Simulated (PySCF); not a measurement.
# `C=C1C=C/C1=C/C1CC1`, C$_{9}$H$_{10}$

Geometry:
```tsv
atom	x (Å)	y (Å)	z (Å)
C1	2.096	-1.279	0.983
C2	1.985	-0.121	0.357
C3	2.933	0.927	-0.062
C4	1.950	1.699	-0.575
C5	0.899	0.732	-0.223
C6	-0.418	0.686	-0.392
C7	-1.296	-0.413	0.024
C8	-2.698	-0.106	0.487
C9	-2.485	-0.768	-0.834
H10	3.059	-1.646	1.301
H11	1.248	-1.904	1.206
H12	3.999	1.018	0.022
H13	1.921	2.657	-1.061
H14	-0.907	1.519	-0.884
H15	-0.790	-1.231	0.516
H16	-3.101	-0.690	1.300
H17	-3.011	0.927	0.496
H18	-2.652	-0.188	-1.729
H19	-2.742	-1.811	-0.938
```

Theory: quadratic response CAM-B3LYP/def2-SVPD first hyperpolarisability, Taylor convention, gas phase (PySCF 2.14.0). Geometry: GFN2-xTB.

(1) What is the first hyperpolarisability, and how does it disperse?

(2) Which lowest excitations, dipole and polarisabilities go with it?

Answers

(1) In 10⁻³⁰ esu, Taylor convention; the vector part is βᵢ = ⅓ Σⱼ (βᵢⱼⱼ + βⱼᵢⱼ + βⱼⱼᵢ); β∥ is 3/5 of the vector part along the dipole, the dipole points from − to +:
| process | λ (nm) | β vector norm | β∥ | β HRS | depolarisation ratio |
| --- | --- | --- | --- | --- | --- |
| static β(0;0,0) | ∞ | 2.89 | 0.54 | 1.23 | 4.53 |
| second harmonic β(−2ω;ω,ω) | 1064 | 3.89 | 0.81 | 1.66 | 4.63 |
| Pockels β(−ω;ω,0) | 1064 | 3.17 | 0.62 | – | – |
| second harmonic β(−2ω;ω,ω) | 800 | 5.12 | 1.16 | 2.18 | 4.65 |
| Pockels β(−ω;ω,0) | 800 | 3.42 | 0.68 | – | – |

(2) S1 4.77 eV (f = 0.068); S2 5.39 eV (f = 0.162); S3 5.93 eV (f = 0.638); dipole 0.41 D; isotropic α 110.2 au static, 111.9 au at 1064 nm, 113.3 au at 800 nm, 117.7 au at 532 nm, 125.5 au at 400 nm.
